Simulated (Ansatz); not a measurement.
Species: BBrF, SMILES `F[B]Br` (charge 0, multiplicity 2).

Task: Give a relaxed geometry from PBE0-D4/def2-TZVP in Ansatz (a program for electronic structure).

Result: the end point of this relaxation (outside a Z-matrix the atoms follow the SMILES, hydrogens last).
Z-matrix (Å, degrees):
```
B
F 1 1.2968
Br 1 1.9053 2 122.92
```
